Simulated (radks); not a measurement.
The neodymium ion Nd+, configuration [Xe] 4f4 6s1.

All-electron calculation, scalar-relativistic Kohn-Sham, PBEsol, spin-unpolarised, spherical densities, point nucleus. Program: a radial shooting solver on a logarithmic mesh with Libxc functionals.

Energy parts (eV):
total: -261780.47
kinetic: 278612.88
electron-nucleus: -635567.87
Hartree: 101119.07
exchange-correlation: -5944.54

Orbitals (lengths in bohr, moments of r in powers of bohr; <r^-3> diverges for s and p1/2):
orbital  occ.  eigenvalue (eV)  <r^-3>
1s          2        -43390.52       -
2s          2        -7023.378       -
2p          6        -6279.807    9013
3s          2        -1528.113       -
3p          6        -1293.649    1835
3d         10        -968.2490   250.5
4s          2        -308.3824       -
4p          6        -231.5898   399.6
4d         10        -122.4718   44.91
4f          4          -7.6964   4.887
5s          2         -46.4748       -
5p          6         -28.0686   53.81
6s          1          -8.1982       -

The highest occupied level is 4f at -7.696 eV. The density falls to 0.001 e/bohr^3 at r = 4.60 bohr. Summed over all electrons, <r^2> = 60.82 bohr^2, which gives a Langevin (diamagnetic) susceptibility term of -48.2 x 10^-6 cm^3/mol. For comparison, the ionisation energy in NIST's Atomic Spectra Database is 10.78 eV (semi-empirical). In exact Kohn-Sham theory the highest level is minus the ionisation energy, but local and semilocal functionals leave it too shallow, through self-interaction and a potential that decays too fast; potentials with the right tail come closer.

Beside tabulated values, note that spin-unpolarised runs miss the spin-polarisation part of the exchange energy of open shells.
